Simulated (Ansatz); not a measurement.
`[SiH3][SeH]` + `F[SiH](F)[SeH]` → `F[Si](F)([SeH])[SeH]` + SiH₄  (formal exchange of groups at the Se–Si bond)

Calculated with Ansatz (gas phase, PBE0-D4/def2-TZVP geometries, no zero-point term in ΔE). CCSD(T)/CBS is the MP2 limit (def2-TZVPP, def2-QZVPP) plus CCSD(T) − MP2 in def2-TZVPP, frozen cores. This one scheme is used for every species. Functionals use def2-TZVPP. HSE06 is defined as in plane-wave codes. For Se outer-core shells are correlated without core-valence functions, which leaves a few kJ/mol of doubt a bond. Scalar relativity is left out up to krypton. Each species was taken in one conformer, which may not be the lowest.

```json
{"level": "LDA (SPW92)", "ΔE (kcal/mol)": "-2.9", "difference from CCSD(T)/CBS": "-1.4"}
{"level": "revPBE-D4", "ΔE (kcal/mol)": "-3.4", "difference from CCSD(T)/CBS": "-1.9"}
{"level": "PBE0-D4", "ΔE (kcal/mol)": "-2.2", "difference from CCSD(T)/CBS": "-0.7"}
{"level": "HSE06-D4", "ΔE (kcal/mol)": "-2.1", "difference from CCSD(T)/CBS": "-0.6"}
{"level": "ωB97M-V", "ΔE (kcal/mol)": "-2.0", "difference from CCSD(T)/CBS": "-0.5"}
{"level": "PBE-QIDH", "ΔE (kcal/mol)": "-1.3", "difference from CCSD(T)/CBS": "0.2"}
{"level": "PBE", "ΔE (kcal/mol)": "-1.7", "difference from CCSD(T)/CBS": "-0.2"}
{"level": "revPBE", "ΔE (kcal/mol)": "-1.2", "difference from CCSD(T)/CBS": "0.3"}
{"level": "r2SCAN", "ΔE (kcal/mol)": "-2.0", "difference from CCSD(T)/CBS": "-0.5"}
{"level": "CCSD/def2-SVP", "ΔE (kcal/mol)": "-1.0", "difference from CCSD(T)/CBS": "0.5"}
{"level": "HF/def2-TZVPP", "ΔE (kcal/mol)": "0.9", "difference from CCSD(T)/CBS": "2.4"}
{"level": "MP2/def2-TZVPP", "ΔE (kcal/mol)": "-1.8", "difference from CCSD(T)/CBS": "-0.3"}
{"level": "CCSD/def2-TZVPP", "ΔE (kcal/mol)": "-1.1", "difference from CCSD(T)/CBS": "0.4"}
{"level": "CCSD(T)/def2-TZVPP", "ΔE (kcal/mol)": "-1.6", "difference from CCSD(T)/CBS": "-0.1"}
{"level": "MP2/def2-QZVPP", "ΔE (kcal/mol)": "-1.6", "difference from CCSD(T)/CBS": "-0.1"}
{"level": "HF/CBS(def2)", "ΔE (kcal/mol)": "1.1", "difference from CCSD(T)/CBS": "2.6"}
{"level": "CCSD(T)/CBS", "ΔE (kcal/mol)": "-1.5", "difference from CCSD(T)/CBS": "0"}
```

Largest T1 diagnostic among the species: 0.011.

In def2-TZVPP, CCSD(T) changes the Hartree–Fock value by −2.4 kcal/mol (the triples alone add −0.5 kcal/mol) and MP2 by −2.6 kcal/mol. The D4 term adds −1.8 kcal/mol with B3LYP and −1.0 kcal/mol with PBE0; it sums over pairs of atoms, weighted by their polarisabilities, and B3LYP, whose exchange is more repulsive, gets the larger term. Leaving LDA and LC-ωPBE aside and taking each functional with its dispersion term where it has one, the values, not all of them listed here, spread over 2.2 kcal/mol, from revPBE-D4 to B2PLYP. LDA lies −1.2 kcal/mol from PBE without D4.

B3LYP here is the variant with VWN-RPA as its local correlation; programs differ in this.
